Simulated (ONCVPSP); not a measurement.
**Reading a pseudo-wave (iron)**

Columns: radius, all-electron u(r) and pseudo u(r) of the 3d shell (level -7.50 eV) of iron in the configuration [Ne] 3s2 3p6 3d6 4s2; PBE, scalar-relativistic, ONCV scheme, ONCVPSP 4.0.1.

```json
{"r (bohr)": "0.080", "all-electron": "0.0414", "pseudo": "0.0122"}
{"r (bohr)": "0.160", "all-electron": "0.1871", "pseudo": "0.0873"}
{"r (bohr)": "0.240", "all-electron": "0.3779", "pseudo": "0.2471"}
{"r (bohr)": "0.320", "all-electron": "0.5594", "pseudo": "0.4630"}
{"r (bohr)": "0.400", "all-electron": "0.7061", "pseudo": "0.6759"}
{"r (bohr)": "0.480", "all-electron": "0.8120", "pseudo": "0.8350"}
{"r (bohr)": "0.560", "all-electron": "0.8794", "pseudo": "0.9229"}
{"r (bohr)": "0.640", "all-electron": "0.9136", "pseudo": "0.9516"}
{"r (bohr)": "0.720", "all-electron": "0.9221", "pseudo": "0.9447"}
{"r (bohr)": "0.800", "all-electron": "0.9118", "pseudo": "0.9210"}
{"r (bohr)": "0.880", "all-electron": "0.8886", "pseudo": "0.8909"}
{"r (bohr)": "0.960", "all-electron": "0.8569", "pseudo": "0.8571"}
{"r (bohr)": "1.040", "all-electron": "0.8201", "pseudo": "0.8199"}
{"r (bohr)": "1.120", "all-electron": "0.7805", "pseudo": "0.7804"}
{"r (bohr)": "1.200", "all-electron": "0.7399", "pseudo": "0.7397"}
{"r (bohr)": "1.280", "all-electron": "0.6992", "pseudo": "0.6991"}
{"r (bohr)": "1.360", "all-electron": "0.6594", "pseudo": "0.6593"}
{"r (bohr)": "1.440", "all-electron": "0.6208", "pseudo": "0.6208"}
{"r (bohr)": "1.520", "all-electron": "0.5838", "pseudo": "0.5838"}
{"r (bohr)": "1.600", "all-electron": "0.5487", "pseudo": "0.5487"}
{"r (bohr)": "1.680", "all-electron": "0.5154", "pseudo": "0.5154"}
{"r (bohr)": "1.760", "all-electron": "0.4839", "pseudo": "0.4839"}
{"r (bohr)": "1.840", "all-electron": "0.4543", "pseudo": "0.4544"}
{"r (bohr)": "1.920", "all-electron": "0.4266", "pseudo": "0.4266"}
{"r (bohr)": "2.000", "all-electron": "0.4005", "pseudo": "0.4005"}
{"r (bohr)": "2.080", "all-electron": "0.3760", "pseudo": "0.3761"}
```

Question: How many radial nodes do the two functions have?

Answer: The all-electron 3d function has n − l − 1 = 0; the pseudo-wave has 0.

Question: At about which radius was the pseudo-wave matched?

Answer: 1.10 bohr. The columns agree to 0.0005 from 0.96 bohr on; several derivatives are matched, so the curves merge somewhat inside the radius.

Question: Is the pseudo-wave norm-conserving?

Answer: Yes: the ONCV scheme keeps the norm inside the radius equal to the all-electron one, which fixes the energy derivative of the logarithmic derivative at the level.
